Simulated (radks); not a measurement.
Ionisation of the praseodymium ion Pr3+, [Xe] 4f2, to [Xe] 4f1 as the strength of local exchange is varied. Method: Dirac Kohn-Sham, Slater X-alpha exchange (alpha = 2/3 is LDA exchange), no correlation, spin-unpolarised, spherical densities, finite nucleus; open shells fill j = l - 1/2 first; Fermi nuclear charge, rms radius 4.8919 fm; computed with a radial shooting solver on a logarithmic mesh with Libxc functionals.

alpha,E(Pr3+) (hartree),exchange (hartree),IE (eV),-e of the level emptied (eV),<r> of it (bohr)
0.651,-9223.6153,-198.3477,37.176,28.064 (4f5/2),1.018
0.664,-9227.5770,-202.3911,37.579,28.432 (4f5/2),1.014
0.667,-9228.4914,-203.3247,37.672,28.517 (4f5/2),1.013
0.707,-9240.6925,-215.7886,38.925,29.663 (4f5/2),1.001
0.781,-9263.3047,-238.9268,41.289,31.834 (4f5/2),0.9800
0.932,-9309.6079,-286.4624,46.288,36.462 (4f5/2),0.9420
0.95,-9315.1420,-292.1576,46.900,37.031 (4f5/2),0.9378
1.014,-9334.8437,-312.4568,49.100,39.081 (4f5/2),0.9236

NIST Atomic Spectra Database: 38.98 eV (semi-empirical). The Delta-SCF value meets it near alpha = 0.71. Spin polarisation and multiplet splitting are left out, so open shells lie too high by an amount that depends on their filling.

Beside tabulated values, note that spin-unpolarised runs miss the spin-polarisation part of the exchange energy of open shells.
